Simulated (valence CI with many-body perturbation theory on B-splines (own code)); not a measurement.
Assign the levels of As XXI

Computed by valence CI with perturbative core correlation (CI+MBPT): three valence electrons over a frozen Dirac-Fock core [Ne], radial functions for each j: 11 s, 11 p, 10 d, 8 f, 5 g, 2 h, with the one-electron correlation potential Σ1 (screened to all orders), the two-electron term Σ2, the three-electron term Σ3, Breit, model QED; selected single and double excitations, second order for the rest, scaled by the run's own slope (own B-spline code, finite nucleus).

No measured spectrum was set against this ion. As an estimate, levels of excited configurations hold to 0.05 to 0.15 % of their energy, terms of the ground configuration to about 0.5 %.

```tsv
No.	J	Parity	E (cm⁻¹)	g
1	1/2	odd	0	0.663
2	3/2	odd	63585	1.332
3	1/2	even	351870	2.625
4	3/2	even	383130	1.723
5	5/2	even	410060	1.552
6	3/2	even	483410	0.823
7	5/2	even	499460	1.245
10	3/2	even	636390	1.311
11	3/2	even	720490	0.804
12	5/2	even	729070	1.199
15	3/2	odd	930990	1.662
16	3/2	odd	979520	0.430
17	5/2	odd	992840	1.039
18	1/2	odd	1012200	0.664
```

Energies count from the lowest level. Strongly mixed levels and levels close to another of their J and parity are left out, so the numbers can have gaps.

Problem. Give configuration and LS term of each level.

Solution. 1: 3s2 3p 2P°; 2: 3s2 3p 2P°; 3: 3s 3p2 4P; 4: 3s 3p2 4P; 5: 3s 3p2 4P; 6: 3s 3p2 2D; 7: 3s 3p2 2D; 10: 3s 3p2 2P; 11: 3s2 3d 2D; 12: 3s2 3d 2D; 15: 3p3 4S°; 16: 3s 3p 3d 4F°; 17: 3s 3p 3d 4F°; 18: 3p3 2P°.
